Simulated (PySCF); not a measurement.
**Löwdin shares of the frontier orbitals**

Compound: GeMeH3, CH6Ge.
Structure used (PBE0-D3(BJ)/def2-SVP), in Å, numbered top down from 1:
```xyz
8
CH6Ge angstrom
Ge    -0.0016    0.0033   -0.9182
C      0.0016   -0.0038    1.0345
H     -1.0272    0.0412    1.4197
H      0.5570    0.8633    1.4197
H      0.4770   -0.9198    1.4135
H      1.4419   -0.0249   -1.4582
H     -0.6981    1.2711   -1.4510
H     -0.7505   -1.2304   -1.4600
```

Level of theory: TDDFT CAM-B3LYP/def2-SVPD, vertical, gas phase, core orbitals frozen in the response in PySCF. Relativistic effects, spin–orbit coupling among them, are left out although an element past zinc is present.

Kohn–Sham orbitals with the atoms that hold most of them (Löwdin shares over 4%, at most four atoms; ? is withheld):

| orbital | ε (eV) | atoms |
| --- | --- | --- |
| HOMO-3 | -12.99 | C2 47%, H3 22%, H4 14%, Ge1 8% |
| HOMO-2 | -10.59 | Ge1 40%, H8 24%, H7 23%, C2 7% |
| HOMO-1 | -10.59 | Ge1 40%, H6 31%, H7 9%, H8 9% |
| HOMO | -10.32 | C2 42%, Ge1 29%, H3 5%, H6 5% |
| LUMO | 0.99 | ? |
| LUMO+1 | 1.45 | Ge1 28%, C2 22%, H7 10%, H8 10% |
| LUMO+2 | 2.39 | Ge1 59%, H8 12%, H7 11%, H6 7% |

Give the leading atoms of the LUMO.

Ge1 (bonded to C and 3 H) 53%; C2 (bonded to Ge and 3 H) 14%; H8 (bonded to Ge) 7%; H7 (bonded to Ge) 7%. By element: germanium 53%, carbon 14%, hydrogen 13% or more.

Within 0.005 eV of a neighbour in this list lie HOMO-2/HOMO-1 (point group found: C3v); within a degenerate set the shares of single atoms can hang on how the components are chosen.

How does S1 compare with the orbital gap of 11.31 eV?

S1 is at 8.23 eV (f = 0.028), 3.08 eV below the gap, made of HOMO→LUMO (92%). Without the coupling terms of the response equations the lowest excitation would equal the gap.

One configuration dominates each of S1 and S6. Which, and how do the shares of the two leading atoms of either orbital change from the occupied to the empty one?

- S1 (8.23 eV, f 0.028), HOMO→LUMO (92%): C2 42% → 14%, Ge1 29% → 53%
- S6 (8.97 eV, f 0.442), HOMO→LUMO+1 (87%): C2 42% → 22%, Ge1 29% → 28%

Orbitals of the list HOMO-3 to LUMO+2 that lie within 0.01 eV of each other are written together with a slash and their weights summed (≥ marks a lower bound); for degenerate orbitals outside that list single weights are arbitrary.

Löwdin shares depend on the basis, the more so with diffuse functions.
